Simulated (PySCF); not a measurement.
HClF2OSn, SMILES [OH][Sn]([F])([F])[Cl], singlet at its PBE0/def2-SVP optimised geometry (Å):

```
6

O     -1.0090     0.9041     0.0000
Sn    -0.3215    -0.9196     0.0000
F     -0.9855    -1.8985    -1.5087
F     -0.9962    -1.8848     1.5126
Cl     1.9755    -0.9196     0.0000
H     -1.9755     0.9196     0.0322
```

Method: PBE0/def2-TZVP, def2 effective core potentials past Kr in PySCF. The core electrons that the potentials of Sn replace are not part of the density. Cells within 0.4 Å of a nucleus heavier than hydrogen are left out (blank, or x).

Map of the electron localisation function on the plane z = 0.0 Å:

```
|0000000000000000000000000000000|
|0000000000000000000000000000000|
|0000000000000000000000000000000|
|0000000000000000000000000000000|
|0000000000000000000000000000000|
|0000000000001000000000000000000|
|0000000000122211000000000000000|
|0000000001345542000000000000000|
|0000012223577763100000000000000|
|0000345655788875200000000000000|
|0002568987778885200000000000000|
|0003679999xxx875100001221100000|
|0003679999xxx774100013444320000|
|00025689887x7763000146666532000|
|0000245666777631101467888753100|
|0000012234553111113578898875200|
|0000000012212454214788788875310|
|00000000111268x7414772104886310|
|0000000001147xxx61476xxx0786410|
|0000000001147xxx614761xx0786410|
|0000000000126787414773005886310|
|0000000000112454214788889875310|
|0000000000011111113578898874200|
|0000000000000111112467887753100|
|0000000000000000001245666532000|
|0000000000000000000123444310000|
|0000000000000000000011221100000|
|0000000000000000000000000000000|
|0000000000000000000000000000000|
|0000000000000000000000000000000|
|0000000000000000000000000000000|
```
Scale: ten equal steps from 0.000 (start of '0') to 0.992 (end of '9'), in the order '0123456789'; x runs from -4.00 to 4.00, y from -4.00 (bottom) to 4.00 (top).
